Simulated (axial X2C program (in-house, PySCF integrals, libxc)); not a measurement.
**Correcting the dissociation energy of TeI⁺ for spin–orbit coupling**

A spin-free PBE0 curve (one-electron X2C) was computed with an in-house all-electron X2C program for linear molecules (integrals from PySCF), basis I dyall-cv3z [11s12p8d4f1g], Te dyall-cv3z [11s12p8d4f1g] (cores contracted in-house), for the state M_S = 1, Λ = 0 (beyond evenly filled blocks: π+α, π-α). It gives D0 = 2.745 eV to I + Te+, which in a spin-free picture are the weighted means of the ground terms.

Measured levels of the ground terms (NIST Handbook of Basic Atomic Spectroscopic Data), in cm⁻¹: I 2P: J = 3/2 at 0, J = 1/2 at 7603.1; Te+ 4S: J = 3/2 at 0.

The molecular state has Λ = 0, so it has no first-order lowering.

Problem. How far does each ground level lie under the (2J+1)-weighted mean of its term?

Solution. I: (4 × 0 + 2 × 7603.1)/6 = 2534 cm⁻¹; Te+: a single level, 0.

Problem. Correct D0.

Solution. D0 = 2.745 + (0 − 2534)/8065.5 = 2.431 eV at PBE0 with these spin–orbit terms.

Second-order spin–orbit effects in the molecule, which grow quickly with Z, are left out. The state is a single determinant with fixed occupations, the lowest that a limited PBE0 search found. De is counted from the lowest determinant-based energies of the atoms at the same level, without counterpoise correction. Other states lie close and PBE0, whose exact exchange favours high spin, may order them wrongly; the determinant shown need not be the ground state. The nearest other spin-free determinant of the search, M_S = 0, Λ = 2, lies 0.68 eV up at the distance of the search.
